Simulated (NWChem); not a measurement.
System meant: InNH$_{4}$O; SMILES [NH2][InH][OH]

Here is an NWChem input.

```
start job
memory heap 200 mb stack 900 mb global 1100 mb
geometry units angstroms noautoz
  In    -0.273330    -0.066620     0.039101
  H     -1.978881    -0.215411    -0.031772
  O      0.975544    -1.632357    -0.033843
  H      0.517192    -2.475066    -0.116102
  N      0.825150     1.621765     0.052980
  H      1.810342     1.558148     0.288442
  H      0.439689     2.501029     0.378921
end
basis spherical
  * library def2-svp
end
ecp
  In library def2-ecp
end
dft
  odft
  mult 2
  xc b3lyp
  iterations 150
  mulliken
end
task dft energy
```

End of the output:

```
 Summary of "ao basis" -> "" (spherical)
 ------------------------------------------------------------------------------
       Tag                 Description            Shells   Functions and Types
 ---------------- ------------------------------  ------  ---------------------
 *                          def2-svp                  on all atoms

                                 NWChem DFT Module
                                 -----------------

 Summary of "ao basis" -> "ao basis" (spherical)
 ------------------------------------------------------------------------------
       Tag                 Description            Shells   Functions and Types
 ---------------- ------------------------------  ------  ---------------------
 In                         def2-svp                10       26   4s4p2d
 H                          def2-svp                 3        5   2s1p
 O                          def2-svp                 6       14   3s2p1d
 N                          def2-svp                 6       14   3s2p1d

 Summary of "ao basis" -> "ao basis" (spherical)
 ------------------------------------------------------------------------------
       Tag                 Description            Shells   Functions and Types
 ---------------- ------------------------------  ------  ---------------------
 In                         def2-svp                10       26   4s4p2d
 H                          def2-svp                 3        5   2s1p
 O                          def2-svp                 6       14   3s2p1d
 N                          def2-svp                 6       14   3s2p1d

  number of electrons :                   40
  multiplicity        :                    2
 ------------------------------------------------------------------------
  no. of electrons and multiplicity not compatible                  40
 ------------------------------------------------------------------------
 ------------------------------------------------------------------------
  current input line :
    25: task dft energy
 ------------------------------------------------------------------------
 ------------------------------------------------------------------------
 There is an error in the input file
 ------------------------------------------------------------------------
 For more information see the NWChem manual at https://nwchemgit.github.io

0: no. of electrons and multiplicity not compatible:Received an Error in Communication
```

Question: Can this run be used? If not, why, and what is the fix?

Answer: The program refused the input. Cause: the multiplicity doesn't fit the number of electrons (an even count wants an odd multiplicity, and the reverse). This input runs:
```
start job
memory heap 200 mb stack 900 mb global 1100 mb
geometry units angstroms noautoz
  In    -0.273330    -0.066620     0.039101
  H     -1.978881    -0.215411    -0.031772
  O      0.975544    -1.632357    -0.033843
  H      0.517192    -2.475066    -0.116102
  N      0.825150     1.621765     0.052980
  H      1.810342     1.558148     0.288442
  H      0.439689     2.501029     0.378921
end
basis spherical
  * library def2-svp
end
ecp
  In library def2-ecp
end
dft
  xc b3lyp
  iterations 150
  mulliken
end
task dft energy
```
It converges to -322.47447 Ha (B3LYP/def2-SVP with def2 effective core potentials on In).
